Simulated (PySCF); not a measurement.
**Spin–spin coupling constants**

Geometry (Å), atoms numbered from 1 in this order:
```xyz
7

C    -0.7353   -0.1396   -0.5075
Ga    0.8849    0.1443    0.5701
H    -0.7453    0.5154   -1.3926
H    -1.6182    0.1314    0.0973
H    -0.8552   -1.1839   -0.8296
H     1.4182    1.6070    0.8178
H     1.6545   -1.0681    1.2183
```

Couplings: B3LYP/pcJ-1 (pcSseg-1 on Ga) in PySCF, geometry PBE0-D3(BJ)/def2-SVP; gas phase, one conformer, non-relativistic. Couplings are averaged over pairs made equivalent by symmetry, fast rotation or ring inversion, so a value needn't be that of the named pair in this geometry, while other rotamers aren't included; one pair stands for each set, and the list holds those of at least 1.5 Hz over up to four bonds.

Isotopes: ¹³C, ¹H.

| pair | bonds | J (Hz) |
| --- | --- | --- |
| C1, H3 | 1 | 133.6 |
| C1, H6 | 2 | 21.8 |
| H3, H4 | 2 | ? |
| H6, H7 | 2 | ? |

Estimate the withheld couplings, with signs.

Results:


- ²J(H3,H4) = -13.6 Hz (mean over equivalent pairs that range from -16.1 to -10.8 Hz in this conformer)
- ²J(H6,H7) = 47.1 Hz (angle at Ga2 119°)

Relativistic effects of the heavier atoms present are left out.
